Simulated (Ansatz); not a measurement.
Basis-set series for `C[O+](C)[Al-]([Cl])([Cl])[Cl]`. The species carries charge 0 and has multiplicity 1. Geometry: relaxed with PBE0-D4/def2-TZVP. It is one conformer, not always the lowest.

| functional | basis | functions | energy (Eh) | HOMO (eV) | LUMO (eV) |
| --- | --- | --- | --- | --- | --- |
| PBE0-D4 | def2-SVP | 144 | -1776.96130 | -8.32 | 0.57 |
| PBE0-D4 | def2-QZVPP | 631 | -1777.75126 | -8.54 | -0.03 |
| ωB97M-V | def2-SVP | 144 | -1777.55099 | -10.50 | 2.35 |
| ωB97M-V | def2-QZVPP | 631 | -1778.33957 | -10.80 | 1.14 |

(1) Give the rows for def2-TZVPP. (Best estimate.)

## Answers

(1) Computed: 
```csv
functional,basis,functions,energy (Eh),HOMO (eV),LUMO (eV)
PBE0-D4,def2-TZVPP,345,-1777.69422,-8.50,0.24
ωB97M-V,def2-TZVPP,345,-1778.28485,-10.74,1.90
```

Positive LUMOs are unbound and depend on the basis.
